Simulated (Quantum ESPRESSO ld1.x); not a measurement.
Bi+, configuration [Hg] 6p2 (the NIST ground configuration). Calculated with ld1.x of Quantum ESPRESSO 7.5: Dirac Kohn-Sham, exchange-only LDA, spin-unpolarised, spherical densities, point nucleus; open shells fill j = l - 1/2 first.

Normalised radial functions P(r) = r R(r) (large component), r in bohr:

r,5p3/2,5d5/2
0.001303,0.0030,0.0000
0.001517,0.0040,0.0000
0.001781,0.0053,0.0000
0.002073,0.0070,0.0001
0.002413,0.0092,0.0001
0.002809,0.0121,0.0001
0.00327,0.0159,0.0002
0.003838,0.0210,0.0003
0.004468,0.0274,0.0005
0.005201,0.0354,0.0008
0.006055,0.0456,0.0012
0.007106,0.0592,0.0019
0.008272,0.0751,0.0028
0.00963,0.0946,0.0043
0.01121,0.1179,0.0064
0.01305,0.1452,0.0096
0.01532,0.1779,0.0144
0.01783,0.2119,0.0210
0.02076,0.2471,0.0304
0.02417,0.2806,0.0433
0.02836,0.3094,0.0620
0.03301,0.3248,0.0857
0.03843,0.3215,0.1159
0.04474,0.2922,0.1532
0.05209,0.2305,0.1967
0.06112,0.1273,0.2469
0.07116,-0.0040,0.2936
0.08284,-0.1550,0.3317
0.09644,-0.3029,0.3508
0.1132,-0.4194,0.3370
0.1318,-0.4553,0.2801
0.1534,-0.3886,0.1743
0.1786,-0.2111,0.0231
0.2079,0.0531,-0.1564
0.2439,0.3585,-0.3415
0.284,0.5854,-0.4707
0.3306,0.6651,-0.5136
0.3849,0.5474,-0.4439
0.4517,0.2187,-0.2467
0.5258,-0.2168,0.0314
0.6121,-0.6633,0.3486
0.7126,-1.0113,0.6463
0.8296,-1.1863,0.8710
0.9735,-1.1663,0.9922
1.133,-0.9952,0.9921
1.319,-0.7492,0.8991
1.536,-0.4994,0.7467
1.802,-0.2850,0.5619
2.098,-0.1462,0.3944
2.443,-0.0649,0.2541
2.844,-0.0246,0.1492
3.311,-0.0078,0.0789
3.885,-0.0018,0.0355
4.523,-0.0004,0.0144
5.265,-0.0001,0.0050
6.13,0.0000,0.0014
7.193,0.0000,0.0003
8.374,0.0000,0.0001
9.749,0.0000,0.0000

5p3/2: eigenvalue -94.739 eV, 3 radial nodes at r = 0.0709, 0.202, 0.489 bohr, <r> = 0.976 bohr, 90 % of the charge inside 1.41 bohr. 5d5/2: eigenvalue -31.477 eV, 2 radial nodes at r = 0.182, 0.518 bohr, <r> = 1.26 bohr, 90 % of the charge inside 1.90 bohr.
